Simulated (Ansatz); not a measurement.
One change: `[F][Ge]1([SH])[CH2][NH]1` becomes `[F][GeH]1[CH2][NH]1`.

Ansatz, PBE0-D4/def2-TZVP geometries, multiplicity 1. Each molecule was computed in one conformer, which needn't be the lowest.

Scalar relativity is left out up to krypton.

```csv
property,`[F][Ge]1([SH])[CH2][NH]1`
size of the dipole moment (ωB97M-V/def2-TZVPP) / D,2.93
LUMO energy (B3LYP/def2-TZVPP) / eV,-1.53
HOMO energy (ωB97M-V/def2-TZVPP) / eV,-9.08
size of the dipole moment (PBE/def2-TZVPP) / D,2.73
LUMO energy (PBE0/def2-TZVPP) / eV,-1.24
zero-point energy (PBE0-D4/def2-TZVP) / kJ/mol,141.5
```

(1) What does the change do to each property? (Best estimate.)

Answers

(1) The calculation gave: 
| property | `[F][GeH]1[CH2][NH]1` | shift |
| --- | --- | --- |
| size of the dipole moment (ωB97M-V/def2-TZVPP) / D | 1.02 | -1.91 |
| LUMO energy (B3LYP/def2-TZVPP) / eV | -0.64 | 0.89 |
| HOMO energy (ωB97M-V/def2-TZVPP) / eV | -9.05 | 0.03 |
| size of the dipole moment (PBE/def2-TZVPP) / D | 0.94 | -1.79 |
| LUMO energy (PBE0/def2-TZVPP) / eV | -0.31 | 0.93 |
| zero-point energy (PBE0-D4/def2-TZVP) / kJ/mol | 136.5 | -5.0 |

With PBE0 the HOMO rises by 0.07 eV and the LUMO rises by 0.93 eV, so the gap widens by about 0.86 eV. PBE moves the HOMO by 0.09 eV and ωB97M-V by 0.03 eV. The zero-point energy changes by -5.0 kJ/mol with -3 modes. Dipoles are sizes alone; their direction can turn.

Positive LUMOs are unbound, so they and the gaps depend on the basis.

B3LYP here is the variant with VWN-RPA as its local correlation; programs differ in this.
